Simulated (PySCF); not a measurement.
Computed shifts of a molecule C3H8Ge, PBE0/pcSseg-1 in PySCF, GIAO, gas phase, atoms alike by connectivity averaged where their shifts nearly agree, in ppm (number of nuclei): ¹³C: 146.8 (1), 123.4 (1), 22.6 (1). ¹H: 6.34 (1), 5.60 (1), 5.50 (1), 4.21 (3), 2.13 (2). References: ⁷³Ge against GeH4 (σ = 1658.3 ppm); ¹³C against TMS (σ = 186.3 ppm); ¹H against TMS (σ = 31.56 ppm), references at their B3LYP-D3(BJ)/def2-TZVP geometries, non-relativistic. The structure is a stationary point at B3LYP-D3(BJ)/def2-SVP. One conformer was computed; it need not be the lowest.

### Question
Identify the compound among the candidates.
A) C/C=[CH]\[GeH3]
B) C=[CH][GeH2][CH3]
C) C=C[CH2][GeH3]
D) C1[CH2][GeH2][CH2]1

### Answer
C, C=C[CH2][GeH3]
